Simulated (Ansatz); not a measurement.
Geometry optimisation of cis-[VF2(H2O)4]+ (VO4F2H8⁺).

```yaml
crystal:
  periodic: [false, false, false]
  atoms:
    - {symbol: V, position_ang: [0.252890, 0.004060, 0.251030]}
    - {symbol: F, position_ang: [0.102140, 0.149260, 1.967050]}
    - {symbol: O, position_ang: [0.068100, -0.137700, -1.814940]}
    - {symbol: H, position_ang: [0.078550, -0.982880, -2.283270]}
    - {symbol: H, position_ang: [0.436780, 0.527970, -2.410460]}
    - {symbol: F, position_ang: [1.967280, -0.122270, 0.068480]}
    - {symbol: O, position_ang: [-1.810800, 0.117590, 0.096160]}
    - {symbol: H, position_ang: [-2.293020, 0.954950, 0.106710]}
    - {symbol: H, position_ang: [-2.398370, -0.560970, 0.453990]}
    - {symbol: O, position_ang: [0.474980, 2.155180, 0.184490]}
    - {symbol: H, position_ang: [1.414070, 2.323950, 0.003510]}
    - {symbol: H, position_ang: [0.323590, 2.470410, 1.090560]}
    - {symbol: O, position_ang: [0.214530, -2.144980, 0.500430]}
    - {symbol: H, position_ang: [0.046460, -2.304050, 1.443590]}
    - {symbol: H, position_ang: [1.122820, -2.450530, 0.342660]}
basis:
  gaussian: {orbitals: def2-SVP}
total_charge: 1
magnetization: {spin_polarized: true, initial_magnetization: 2}
hamiltonian: {xc: pbe0, dispersion: d4}
scf: {lower_state_search: "off"}
output: {orbitals: {seedname: orbitals}}
relax: {f_tol: 0.02, max_steps: 100}
```

```sh
$ ansatz run in.yaml --threads 4 --pin off --events-out ev --progress --plain --max-ram 8704MiB
```

Output, abridged:

```
Functional definition: PBE0
mean field -39406.15430819 eV, -1448.1494603751 hartree, gradient 4.4e-6 eV, S^2 2.006773; 0 other end points of the search recorded, 0 dependent functions left out
relax step   1: F+E_penalty+E_count = -39406.37168811 eV  Δ(F+E_penalty+E_count) = +0.000e0 eV  max|allowed force component| = 1.059e0 eV/Å  Δτ_max = 0.0000 Å  (25 SCF iters, accepted)
mean field -39406.24780575 eV, -1448.1528963471 hartree, gradient 3.6e-6 eV, S^2 2.007156; 0 other end points of the search recorded, 0 dependent functions left out
relax step   2: F+E_penalty+E_count = -39406.46456663 eV  Δ(F+E_penalty+E_count) = -9.288e-2 eV  max|allowed force component| = 4.148e-1 eV/Å  Δτ_max = 0.0736 Å  (31 SCF iters, accepted)
mean field -39406.26885793 eV, -1448.1536700007 hartree, gradient 2.0e-6 eV, S^2 2.007487; 0 other end points of the search recorded, 0 dependent functions left out
relax step   3: F+E_penalty+E_count = -39406.48504823 eV  Δ(F+E_penalty+E_count) = -2.048e-2 eV  max|allowed force component| = 8.905e-1 eV/Å  Δτ_max = 0.1976 Å  (36 SCF iters, accepted)
mean field -39406.34534036 eV, -1448.1564806780 hartree, gradient 1.6e-6 eV, S^2 2.007249; 0 other end points of the search recorded, 0 dependent functions left out
relax step   4: F+E_penalty+E_count = -39406.56334520 eV  Δ(F+E_penalty+E_count) = -7.830e-2 eV  max|allowed force component| = 4.346e-1 eV/Å  Δτ_max = 0.2000 Å  (40 SCF iters, accepted)
mean field -39406.38494209 eV, -1448.1579360149 hartree, gradient 1.8e-6 eV, S^2 2.007398; 0 other end points of the search recorded, 0 dependent functions left out
relax step   5: F+E_penalty+E_count = -39406.60257692 eV  Δ(F+E_penalty+E_count) = -3.923e-2 eV  max|allowed force component| = 3.211e-1 eV/Å  Δτ_max = 0.2000 Å  (37 SCF iters, accepted)
mean field -39406.39610803 eV, -1448.1583463554 hartree, gradient 2.0e-6 eV, S^2 2.007603; 0 other end points of the search recorded, 0 dependent functions left out
relax step   6: F+E_penalty+E_count = -39406.61272725 eV  Δ(F+E_penalty+E_count) = -1.015e-2 eV  max|allowed force component| = 1.922e-1 eV/Å  Δτ_max = 0.1533 Å  (41 SCF iters, accepted)
mean field -39406.40996823 eV, -1448.1588557085 hartree, gradient 2.1e-6 eV, S^2 2.007399; 0 other end points of the search recorded, 0 dependent functions left out
relax step   7: F+E_penalty+E_count = -39406.62744756 eV  Δ(F+E_penalty+E_count) = -1.472e-2 eV  max|allowed force component| = 5.040e-2 eV/Å  Δτ_max = 0.0825 Å  (37 SCF iters, accepted)
mean field -39406.41015778 eV, -1448.1588626743 hartree, gradient 4.6e-6 eV, S^2 2.007324; 0 other end points of the search recorded, 0 dependent functions left out
relax step   8: F+E_penalty+E_count = -39406.62823573 eV  Δ(F+E_penalty+E_count) = -7.882e-4 eV  max|allowed force component| = 2.288e-2 eV/Å  Δτ_max = 0.0439 Å  (34 SCF iters, accepted)
mean field -39406.41098915 eV, -1448.1588932266 hartree, gradient 3.2e-6 eV, S^2 2.007364; 0 other end points of the search recorded, 0 dependent functions left out
relax step   9: F+E_penalty+E_count = -39406.62868173 eV  Δ(F+E_penalty+E_count) = -4.460e-4 eV  max|allowed force component| = 1.308e-2 eV/Å  Δτ_max = 0.0208 Å  (36 SCF iters, accepted)
Total energy: -39406.62875516 eV, -1448.1668959799 hartree
Atom 0 at     0.315271    -0.000208     0.310962 Å, force    -0.001666    -0.000445     0.003696 eV/Å
Atom 1 at    -0.018973     0.073677     2.042865 Å, force     0.005404     0.000094    -0.013082 eV/Å
Atom 2 at     0.047337    -0.086514    -1.814789 Å, force     0.007924     0.008357    -0.005117 eV/Å
Atom 3 at    -0.493970    -0.786709    -2.205169 Å, force     0.002963    -0.000824     0.005675 eV/Å
Atom 4 at     0.886414    -0.075378    -2.298012 Å, force    -0.004563    -0.004998    -0.000194 eV/Å
Atom 5 at     2.042620    -0.061780    -0.046127 Å, force    -0.008398     0.000903     0.003922 eV/Å
Atom 6 at    -1.810410     0.071816     0.036484 Å, force    -0.006197    -0.005999     0.007905 eV/Å
Atom 7 at    -2.186534     0.839179    -0.417661 Å, force     0.004303     0.000062     0.001438 eV/Å
Atom 8 at    -2.300198    -0.024453     0.866479 Å, force     0.000619     0.004448    -0.004896 eV/Å
Atom 9 at     0.350527     2.095743     0.337324 Å, force    -0.002347     0.003717     0.003279 eV/Å
Atom 10 at     1.158821     2.501606    -0.009665 Å, force    -0.000680    -0.003849     0.002230 eV/Å
Atom 11 at     0.283876     2.385989     1.260973 Å, force     0.001392    -0.000265    -0.003457 eV/Å
Atom 12 at     0.363245    -2.093308     0.399974 Å, force     0.000923    -0.004224    -0.001333 eV/Å
Atom 13 at     0.079392    -2.457940     1.251757 Å, force     0.003954     0.002148    -0.001709 eV/Å
Atom 14 at     1.282583    -2.381729     0.284595 Å, force    -0.003631     0.000875     0.001641 eV/Å
Dipole moment:    -0.587982     0.003453    -0.573463 e Å
Checks for a lower state left out: stability, starts, cluster_reference, orbital_swaps, neighbouring_geometries, increment
```

It took 29 s on 4 threads of Intel Xeon 6975P-C on a shared host.
